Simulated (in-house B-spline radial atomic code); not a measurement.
RPA and G0W0 on B3LYP (VWN-RPA): Al IV (Al3+)

Configuration [He] 2s2 2p6, mean-field start B3LYP (VWN-RPA). Computed with a B-spline radial code for spherical atoms: all electrons, non-relativistic, point nucleus, each spin shell either full or empty, empty states to l = 9 with an (l + 1/2)⁻⁴ tail; G0W0 by contour deformation at full frequency.

Command:
```bash
python run_gw.py task.json out
```
Settings (radii: box in bohr, nucleus in fm):
```
Z                        13
electrons                10
configuration            [He] 2s2 2p6
hamiltonian              nr
method                   b3lyp
lmax                     9
spin_polarised           False
box_radius               14.14
intervals                48
```

Run time, properties included: 0.4 s on 1 thread of Intel(R) Xeon(R) 6975P-C, with other jobs on the host.

Energies (hartree):

| term | value |
| --- | --- |
| mean-field total | -240.41304 |
| Hartree-Fock functional on these orbitals | -239.99461 |
| direct second order | -0.66808 |
| second-order exchange | 0.23661 |
| SOSEX correction | 0.21839 |

Q: What is the RPA correlation energy, and what remains with SOSEX?

A: RPA gives -0.59603 hartree (-1.62 eV per electron); RPA + SOSEX gives -0.37764, and the second-order doubles -0.43148 hartree (no singles). RPA lacks exchange-type terms and so overcorrelates at short range.

Quasi-particle levels (eV):

| level | occupied | mean field | Σx - vxc | Σc | QP weight | G0W0 |
| --- | --- | --- | --- | --- | --- | --- |
| 2p | yes | -108.12 | -13.86 | ? | ? | ? |
| 2s | yes | -147.44 | -20.08 | 5.29 | 0.932 | -162.23 |
| 3s | no | -32.74 | 4.97 | -0.50 | 0.996 | -28.270 |

G0W0 = mean field + (Σx - vxc) + Σc, with Σc (partial-wave tail included) taken at the quasi-particle energy. Levels of low weight are left out.

Q: Where does G0W0 put 2p?

A: At -119.89 eV, with Σc = 2.09 eV and a quasi-particle weight of 0.960. The tabulated removal energy is 119.992 ± 0.0019 eV (NIST, measured); the calculation leaves out relativity, Breit and QED terms, and what these don't explain is the method's own error.
